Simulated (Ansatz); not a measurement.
Calculated with Ansatz (gas phase, PBE0-D4/def2-TZVP geometries, no zero-point term in ΔE). CCSD(T)/CBS is the MP2 limit (def2-TZVPP, def2-QZVPP) plus CCSD(T) − MP2 in def2-TZVPP, frozen cores. Functionals use def2-TZVPP. B3LYP here is the variant with VWN-RPA as its local correlation; programs differ in this. Each species was taken in one conformer, which may not be the lowest.

`C[C@H](F)[C@H](F)C(F)F` + `OC(F)F` → `CC(F)OC(F)F` + `FCC(F)F`  (substitution at a C–C bond)

CCSD(T)/CBS gives +0.24 eV.

Question: Another level gave +0.18 eV. Which?
A. MP2/def2-TZVPP
B. PBE/def2-TZVPP
C. HF/def2-TZVPP
D. B3LYP/def2-TZVPP

Answer: B. PBE 0.18, HF/def2-TZVPP 0.08, MP2/def2-TZVPP 0.25, B3LYP 0.14 eV.

Largest T1 diagnostic among the species: 0.012.

In def2-TZVPP, CCSD(T) changes the Hartree–Fock value by +0.14 eV (the triples alone add +0.01 eV) and MP2 by +0.17 eV. The D4 term adds +0.04 eV with B3LYP and +0.02 eV with PBE0; it sums over pairs of atoms, weighted by their polarisabilities, and B3LYP, whose exchange is more repulsive, gets the larger term.
